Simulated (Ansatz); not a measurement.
CaF (SMILES [F][Ca]), doublet, geometry from GFN2-xTB (such geometries of metal compounds can be far from the true shape) (the spin is typed, not shown lowest); HF/cc-pVDZ run with Ansatz (a program for electronic structure).

Ansatz was given this input:
Ansatz 0.2 input:
```yaml
crystal:
  periodic: [false, false, false]
  atoms:
    - {symbol: Ca, position_ang: [-0.00000000, -0.00000000, -0.57526226]}
    - {symbol: F, position_ang: [0.00000000, 0.00000000, 1.27836059]}
basis:
  gaussian:
    orbitals: cc-pVDZ
hamiltonian:
  xc: hf
magnetization: {spin_polarized: true, initial_magnetization: 1}
accuracy: high
```

What the program printed (banner, timings and long lists left out):

```
Functional definition: HF
796 factors; integrals over basis functions are off by at most 4.1e-9 eV
mean field evaluation 1: about -21120.4806 eV, gradient 2.5e1 eV
mean field evaluation 2: about -21120.5753 eV, gradient 2.5e1 eV
mean field evaluation 4: about -21123.1878 eV, gradient 1.4e0 eV
mean field evaluation 8: about -21123.2596 eV, gradient 3.2e-1 eV
mean field evaluation 16: about -21123.2638 eV, gradient 1.5e-4 eV
mean field -21123.26383659 eV, -776.2656281323 hartree, gradient 4.5e-8 eV, S^2 0.750291; 0 other end points of the search recorded, 0 dependent functions left out
reference -21123.26383659 eV, -776.2656281323 hartree; 15, 14 occupied and 26, 27 virtual orbitals, 796 factors
Total energy: -21123.26383659 eV, -776.2656281323 hartree
```
